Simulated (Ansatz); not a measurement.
Isolated molecules relaxed with PBE0-D4/def2-TZVP in Ansatz; ΔE leaves out vibrations. CCSD(T)/CBS is the MP2 limit (def2-TZVPP, def2-QZVPP) plus CCSD(T) − MP2 in def2-TZVPP, frozen cores. This one scheme is used for every species. Functionals use def2-TZVPP. B3LYP here is the variant with VWN-RPA as its local correlation; programs differ in this. HSE06 is defined as in plane-wave codes. For Ga, Ge outer-core shells are correlated without core-valence functions, which leaves a few kJ/mol of doubt a bond. Scalar relativity is left out up to krypton.

Reaction (hydrogenolysis of a Ge–Ga bond): `[F][GeH2][GaH2]` + H₂ → `[F][GeH3]` + `[GaH3]`

`[F][GeH2][GaH2]`:

Cartesian coordinates in Å:
```
F -1.028 1.880 -0.679
Ge -0.806 0.141 -0.588
Ga 1.142 -0.329 0.827
H -2.149 -0.395 -0.045
H -0.666 -0.312 -2.058
H 1.959 0.841 1.472
H 1.548 -1.826 1.070
```

H₂:

```xyz
2

H    -0.066   -0.310    0.197
H     0.066    0.310   -0.197
```

`[F][GeH3]`:

Z-matrix (Å, degrees):
```
Ge
F 1 1.742
H 1 1.533 2 106.2
H 1 1.533 2 106.3 3 120.0
H 1 1.533 2 106.2 3 -120.0
```

`[GaH3]`:

Cartesian coordinates in Å:
```
Ga 0.000 0.000 -0.001
H 0.121 -1.549 -0.217
H 1.179 0.794 0.662
H -1.301 0.755 -0.445
```

```
             level  ΔE (kJ/mol)  difference from CCSD(T)/CBS
       LDA (SPW92)         19.3                          1.7
            PBE-D4         26.0                          8.4
         revPBE-D4         26.0                          8.4
         r2SCAN-D4         19.3                          1.7
            B97M-V         -0.2                        -17.8
           PBE0-D4         19.0                          1.4
          B3LYP-D4         18.6                          1.0
        r2SCANh-D4         17.7                          0.1
        r2SCAN0-D4         15.4                         -2.2
          HSE06-D4         19.2                          1.6
          BHLYP-D4         11.9                         -5.7
      CAM-B3LYP-D4          9.2                         -8.4
           ωB97X-V          9.9                         -7.7
           ωB97M-V         12.5                         -5.1
            B2PLYP         12.0                         -5.6
          PBE-QIDH         12.1                         -5.5
               PBE         22.2                          4.6
            revPBE         21.0                          3.4
              BLYP         17.3                         -0.3
            r2SCAN         18.4                          0.8
              PBE0         15.4                         -2.2
             B3LYP         12.2                         -5.4
           r2SCANh         16.6                         -1.0
           r2SCAN0         14.2                         -3.4
             HSE06         15.7                         -1.9
             BHLYP          4.2                        -13.4
         CAM-B3LYP          5.3                        -12.3
           LC-ωPBE          6.2                        -11.4
RPA@PBE/def2-TZVPP          9.7                         -7.9
       HF/def2-SVP        -19.6                        -37.2
     CCSD/def2-SVP         -4.1                        -21.7
  CCSD(T)/def2-SVP         -1.3                        -18.9
     HF/def2-TZVPP        -11.8                        -29.4
    MP2/def2-TZVPP         14.7                         -2.9
     HF/def2-QZVPP        -13.0                        -30.6
    MP2/def2-QZVPP         17.2                         -0.4
SCS-MP2/def2-QZVPP         10.4                         -7.2
      HF/CBS(def2)        -13.2                        -30.8
     MP2/CBS(def2)         19.8                          2.2
    CCSD/CBS(def2)         13.8                         -3.8
       CCSD(T)/CBS         17.6                            0
```

Largest T1 diagnostic among the species: 0.013.

From PBE to PBE0 (25 % exact exchange), in def2-TZVPP and without D4, ΔE moves by −6.7 kJ/mol. In def2-TZVPP, CCSD(T) changes the Hartree–Fock value by +24.3 kJ/mol (the triples alone add +3.8 kJ/mol) and MP2 by +26.5 kJ/mol. Leaving LDA and LC-ωPBE aside and taking each functional with its dispersion term where it has one, the values spread over 26.2 kJ/mol, from B97M-V to PBE-D4.
